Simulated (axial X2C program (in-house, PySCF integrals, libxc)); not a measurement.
**Worked dissociation energy of SeO⁺: PBE0, two-component**

All values were computed with an in-house all-electron X2C program for linear molecules (integrals from PySCF). Two-component (2c) means X2C with spin–orbit coupling and atomic mean-field two-electron Coulomb and Gaunt terms. Basis: Se dyall-cv3z [8s9p6d4f1g], O dyall-av3z [7s6p3d2f] (cores contracted in-house); Gaussian nuclei, density fitting, unrestricted open shells. Masses: Se 79.917 u, O 15.995 u.

Molecular state: Ω = 1/2 (⟨Sz⟩ = -0.50, ⟨Lz⟩ = 1.00 at PBE0).

| Quantity | Value |
| --- | --- |
| E(Se+) (2M_J = 3) | -2428.439303 hartree |
| E(O) (2M_J = 2) | -75.071371 hartree |
| E(SeO⁺) at Re | -2503.658116 hartree |
| ωe | 1116.7 cm⁻¹ |

(1) Work out De and D0.

One determinant describes the state; a PBE0 search over occupations chose it and may have missed a lower one. De is counted from the lowest determinant-based energies of the atoms at the same level, without counterpoise correction. Density functionals use the spin component along the axis (collinear). In 2c an atomic determinant is not the ground J level, so De misses part of the atomic spin–orbit lowering. This holds for PBE0. The functionals have no current-density term, which raises determinants with orbital currents, atoms included. The determinant is spin-polarised beyond a pure state at some levels (its spin-free form has ⟨S²⟩ too high), which makes Re and μ there less reliable.

Each atomic determinant is the lowest at this level and need not be a pure J level. Totals compare only within one Hamiltonian and basis.

Answers

(1) De = -2428.439303 + (-75.071371) − (-2503.658116) = 0.14744 hartree = 4.012 eV. The zero-point energy is ωe/2 = 558 cm⁻¹ = 0.069 eV, so D0 = 3.943 eV.
